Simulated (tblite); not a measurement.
C5H10F3OP.
Numbering: `[CH3:1][CH:2]([CH3:3])[P@@:4]([CH3:5])(=[O:6])[C:7]([F:8])([F:9])[F:10]` (hydrogens: H11, H12, H13 on C1; H14 on C2; H15, H16, H17 on C3; H18, H19, H20 on C5)

A start from a force field or distance geometry was refined with GFN2-xTB geometry optimisation, gas phase in tblite 0.8.0. Values at the start:

```
 coordinate    start
      C1–C2  1.532 Å
     C1–H11  1.096 Å
      C2–C3  1.513 Å
      C2–P4  1.823 Å
     C2–H14  1.093 Å
     C3–H15  1.099 Å
      P4–C5  1.777 Å
      P4=O6  1.513 Å
      P4–C7  1.748 Å
     C5–H18  1.102 Å
      C7–F8  1.346 Å
     C7–F10  1.335 Å
   C2–P4–C5   105.0°
   C2–P4–O6   111.5°
   C3–C2–P4   111.6°
  P4–C7–F10   106.6°
   C5–P4–O6   111.2°
   C5–P4–C7   104.3°
   O6–P4–C7   117.0°
   F8–C7–F9   111.1°
C1–C2–P4–C5     173°
C2–P4–C7–F8     168°
```

How do these coordinates change at the GFN2-xTB level?

```json
{"coordinate": "P4–C7", "GFN2-xTB (Å or °)": "1.896", "change": "+0.148"}
{"coordinate": "P4=O6", "GFN2-xTB (Å or °)": "1.460", "change": "-0.053"}
{"coordinate": "P4–C5", "GFN2-xTB (Å or °)": "1.827", "change": "+0.050"}
{"coordinate": "C2–P4", "GFN2-xTB (Å or °)": "1.849", "change": "+0.026"}
{"coordinate": "C5–H18", "GFN2-xTB (Å or °)": "1.087", "change": "-0.015"}
{"coordinate": "C2–C3", "GFN2-xTB (Å or °)": "1.524", "change": "+0.011"}
{"coordinate": "C3–H15", "GFN2-xTB (Å or °)": "1.089", "change": "-0.010"}
{"coordinate": "C1–C2", "GFN2-xTB (Å or °)": "1.524", "change": "-0.008"}
{"coordinate": "C7–F10", "GFN2-xTB (Å or °)": "1.343", "change": "+0.008"}
{"coordinate": "C1–H11", "GFN2-xTB (Å or °)": "1.089", "change": "-0.007"}
{"coordinate": "C7–F8", "GFN2-xTB (Å or °)": "1.340", "change": "-0.006"}
{"coordinate": "C2–H14", "GFN2-xTB (Å or °)": "1.093", "change": "0.000"}
{"coordinate": "P4–C7–F10", "GFN2-xTB (Å or °)": "113.8", "change": "+7.2"}
{"coordinate": "O6–P4–C7", "GFN2-xTB (Å or °)": "110.4", "change": "-6.6"}
{"coordinate": "C3–C2–P4", "GFN2-xTB (Å or °)": "106.5", "change": "-5.1"}
{"coordinate": "C2–P4–O6", "GFN2-xTB (Å or °)": "116.2", "change": "+4.7"}
{"coordinate": "C2–P4–C5", "GFN2-xTB (Å or °)": "109.6", "change": "+4.6"}
{"coordinate": "C5–P4–C7", "GFN2-xTB (Å or °)": "99.9", "change": "-4.4"}
{"coordinate": "C5–P4–O6", "GFN2-xTB (Å or °)": "115.4", "change": "+4.2"}
{"coordinate": "F8–C7–F9", "GFN2-xTB (Å or °)": "107.3", "change": "-3.8"}
{"coordinate": "C2–P4–C7–F8", "GFN2-xTB (Å or °)": "164", "change": "-4"}
{"coordinate": "C1–C2–P4–C5", "GFN2-xTB (Å or °)": "171", "change": "-2"}
```

The energy falls by 15.4 kcal/mol over 58 L-BFGS steps, the largest force on an atom goes from 6.83 to 0.009 eV/Å, and the atoms move by 0.108 Å rms after alignment. The bond that changes most is P4–C7 (phosphoryl phosphorus to CF3 carbon), which lengthens by 0.148 Å. Bonds longer at the end by more than 0.005 Å: 5 of 19; shorter: 10. Among the dihedrals that turn most is C1–C2–P4–O6, from -66° to -56°. Rotational constants go from 1610, 985.4, 847.2 to 1583, 941.5, 808.2 MHz.

Hardware: an Intel Xeon Platinum 8488C with one thread, shared host with 192 logical CPUs at a one-minute load of 124. Cost: 0.59 s wall.

Its GFN2-xTB frequencies are all real (lowest 26 cm⁻¹). The numbers are those of one conformer. 3 starts were optimised and ended at 0.00, 0.30 and 0.33 kcal/mol (GFN2-xTB); the lowest of these is shown.

These are computed values.
